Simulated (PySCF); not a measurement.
C₈H₁₀S, SMILES SCCc1ccccc1 (GFN2-xTB optimised geometry):

```
19

S     -2.476    -1.517    -2.622
C     -1.469    -2.520    -1.475
C     -1.451    -1.954    -0.056
C     -0.696    -0.657     0.000
C     -1.366     0.560    -0.002
C     -0.663     1.752    -0.003
C      0.721     1.742    -0.003
C      1.398     0.534     0.000
C      0.694    -0.657     0.000
H     -1.788    -0.389    -2.457
H     -0.461    -2.587    -1.886
H     -1.931    -3.507    -1.494
H     -0.973    -2.691     0.594
H     -2.479    -1.810     0.282
H     -2.447     0.574     0.001
H     -1.197     2.691    -0.004
H      1.271     2.671    -0.004
H      2.479     0.519     0.003
H      1.226    -1.598     0.004
```

Level of theory: CAM-B3LYP/def2-SVP (PySCF).

Question: What are the frontier orbital energies and the dipole moment?

Answer: HOMO-2 -8.58 eV, HOMO-1 -8.35 eV, HOMO -7.86 eV, LUMO 0.96 eV, LUMO+1 1.04 eV; dipole moment 1.52 D.

Meta-Löwdin charges at CAM-B3LYP/def2-SVP: S1 -0.10, C2 -0.20, C3 -0.17, C4 0.02, C5 -0.12, C6 -0.10, C7 -0.11, C8 -0.10, C9 -0.12, H10 0.08, H11 0.10, H12 0.11, H13 0.10, H14 0.10, H15 0.10, H16 0.10, H17 0.10, H18 0.10, H19 0.10.
